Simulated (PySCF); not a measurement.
This PySCF input asks for the NMR shieldings of SMILES C1[C@]2([C@H](S(C)(=O)=O)C2)[C@H](F)C1, C$_{7}$H$_{11}$FO$_{2}$S; the geometry comes from GFN2-xTB.

```python
import basis_set_exchange as bse
import numpy as np
from pyscf import gto, dft
from pyscf.prop import nmr

atoms = """
C     2.513482   -0.061137   -1.223763
S     1.983973   -0.746406    0.367147
O     3.104861   -0.670290    1.265346
O     1.376508   -2.032986    0.173934
C     0.730365    0.386904    1.007689
C    -0.232365   -0.277636    1.945115
C    -0.694592    0.200082    0.610076
C    -1.762809    1.260807    0.371535
C    -2.462522    0.283874   -0.592787
C    -1.253939   -0.663102   -0.508192
F    -0.499159   -0.609964   -1.659773
H     3.320061   -0.685739   -1.586688
H     1.678892   -0.080608   -1.909101
H     2.867493    0.945032   -1.043088
H     1.127348    1.366575    1.219933
H    -0.557299    0.252226    2.828440
H    -0.093934   -1.340791    2.076264
H    -1.386807    2.159033   -0.115279
H    -2.333513    1.543967    1.253365
H    -3.373205   -0.152620   -0.193341
H    -2.646356    0.663338   -1.594348
H    -1.416896   -1.721174   -0.296472
"""
names = dict.fromkeys(["C", "S", "O", "F", "H"], "pcSseg-1")
basis = {el: gto.basis.parse(bse.get_basis(n, elements=[el], fmt="nwchem")) for el, n in names.items()}
mol = gto.M(atom=atoms, basis=basis, charge=0, verbose=0)
mf = dft.RKS(mol, xc="PBE0")
mf.grids.level = 2
mf.grids.alignment = dft.numint.BLKSIZE   # the property module wants whole blocks of grid points
mf.conv_tol = 1e-9
mf.kernel()

calc = nmr.RKS(mf)   # GIAO
C = mf.mo_coeff
Co = C[:, mf.mo_occ > 0]
resp = mf.gen_response(singlet=True, hermi=2)
def vind(x):   # induced exchange potential for any number of trial vectors
    d = np.einsum("pi,xij,qj->xpq", C, 2 * x.reshape(-1, C.shape[1], Co.shape[1]), Co, optimize=True)
    return np.einsum("xpq,pi,qj->xij", resp(d - d.transpose(0, 2, 1)), C, Co, optimize=True).ravel()
mo1, _ = nmr.rhf.solve_mo1(calc, with_cphf=vind)
sigma = calc.kernel(mo1)
for i, s in enumerate(sigma):   # ppm
    print("%2d %-2s %9.2f" % (i, mol.atom_pure_symbol(i), np.trace(s) / 3))
```

**Question.** What are the results?

**Answer.** 
```
 0 C     138.02
 1 S     204.65
 2 O     114.17
 3 O     138.30
 4 C     137.19
 5 C     168.76
 6 C     156.75
 7 C     158.61
 8 C     159.29
 9 C      87.67
10 F     375.67
11 H      28.87
12 H      28.52
13 H      29.07
14 H      29.43
15 H      30.73
16 H      29.84
17 H      29.05
18 H      29.85
19 H      29.21
20 H      29.41
21 H      26.30
```

These numbers come from an equivalent density-fitted implementation of the same equations, which agrees with the script to about 0.01 ppm for H and up to a few tenths of a ppm for heavy atoms, so last digits may differ.

Size and cost of the density-fitted run: 249 basis functions, 63 s wall time on 1 thread of an Arm Neoverse V1, shared host.
